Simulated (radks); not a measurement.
All-electron atom: Hg46+ in [Ar] 3d10 4s2 4p4.

Method: Dirac Kohn-Sham, PBE, spin-unpolarised, spherical densities, point nucleus; open shells are shared between the two j in proportion to 2j + 1; computed with a radial shooting solver on a logarithmic mesh with Libxc functionals.

Energy parts (hartree):
total: -18193.1225
kinetic: 21215.2468
electron-nucleus: -42750.7875
Hartree: 3624.1548
exchange-correlation: -281.7366

Orbitals (lengths in bohr, moments of r in powers of bohr; r(90%) holds 90 % of the orbital's charge):
\begin{tabular}{lrrrr}
orbital & occ. & eigenvalue (hartree) & <r> & r(90%) \\ \hline
1s1/2 & 2 & -3137.946 & 0.01658 & 0.0303 \\
2s1/2 & 2 & -625.8395 & 0.06915 & 0.108 \\
2p1/2 & 2 & -604.0546 & 0.05685 & 0.0949 \\
2p3/2 & 4 & -532.3068 & 0.06549 & 0.106 \\
3s1/2 & 2 & -210.0793 & 0.1775 & 0.261 \\
3p1/2 & 2 & -200.5254 & 0.1677 & 0.252 \\
3p3/2 & 4 & -184.0623 & 0.1826 & 0.272 \\
3d3/2 & 4 & -168.6917 & 0.1584 & 0.245 \\
3d5/2 & 6 & -165.1214 & 0.1629 & 0.251 \\
4s1/2 & 2 & -99.62484 & 0.3560 & 0.504 \\
4p1/2 & 1.33333 & -95.47717 & 0.3516 & 0.503 \\
4p3/2 & 2.66667 & -90.05829 & 0.3731 & 0.532 \\
4d3/2 & 0 & -83.57522 & 0.3596 & 0.523 \\
4d5/2 & 0 & -82.40345 & 0.3655 & 0.531 \\
5s1/2 & 0 & -58.02752 & 0.6020 & 0.834 \\
\end{tabular}

The highest occupied level is 4p3/2 at -2450.6 eV. The density falls to 0.001 e/bohr^3 at r = 0.93 bohr. For comparison, the ionisation energy in NIST's Atomic Spectra Database is 2478 eV (theoretical). In exact Kohn-Sham theory the highest level is minus the ionisation energy, but local and semilocal functionals leave it too shallow, through self-interaction and a potential that decays too fast; potentials with the right tail come closer. Summed over all electrons, <r^2> = 1.529 bohr^2, which gives a Langevin (diamagnetic) susceptibility term of -1.21 x 10^-6 cm^3/mol.

Beside tabulated values, note that spin-unpolarised runs miss the spin-polarisation part of the exchange energy of open shells.
